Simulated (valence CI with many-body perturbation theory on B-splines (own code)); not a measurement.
Values are calculated unless marked as measured or tabulated.
# Basis-set convergence for Rh²⁴⁺

Level of theory: relativistic CI+MBPT: three valence electrons over a frozen Dirac-Fock core [Ar], a basis of 7 s, 7 p, 8 d, 6 f, 4 g, 1 h functions for each j, with the one-electron correlation potential Σ1 (screened to all orders), the two-electron term Σ2, the three-electron term Σ3, Breit, model QED; selected single and double excitations, second order for the rest (own B-spline code, finite nucleus).

No measured spectrum was set against this ion. As an estimate, terms of the open shell hold to 2 to 4 % of their energy, and close levels can change places. Only levels of the ground parity were solved; by the run's estimate the other parity begins above the list, which can be wrong where configurations are misplaced.

The reference run has the lowest level 3d3 4F_3/2 and an ionisation energy of 1201.80 eV. Its largest variational space holds 4677 state functions.

Names give the largest LS component (configuration and term), which can be under half, so a name can repeat, a term be missing and a line seem to break the LS rules; names also repeat where a configuration has a term twice. Letters in brackets count levels of one name in rising energy.

Changed runs:
A. basis 6 s, 6 p, 5 d, 5 f, 1 g
B. basis 5 s, 5 p, 4 d, 4 f

Excitation energies of the reference run in cm⁻¹, and shifts in cm⁻¹:

```csv
Level,Reference,A,B
3d3 4F_5/2,27146,-71,-112
3d3 4F_7/2,49079,-41,-47
3d3 4F_9/2,64060,+63,+155
3d3 4P_3/2,70122,+259,+522
3d3 4P_1/2,80485,+199,+434
3d3 2G_7/2,104601,+277,+562
3d3 2H_9/2,109218,+225,+538
3d3 4P_5/2,114412,+130,+290
3d3 2D_3/2 [a],128649,+279,+506
3d3 2P_1/2,137197,+406,+832
3d3 2H_11/2,147631,+362,+860
3d3 2D_5/2 [a],158144,+403,+707
Ionisation energy (eV),1201.80,-0.05,-0.06
```
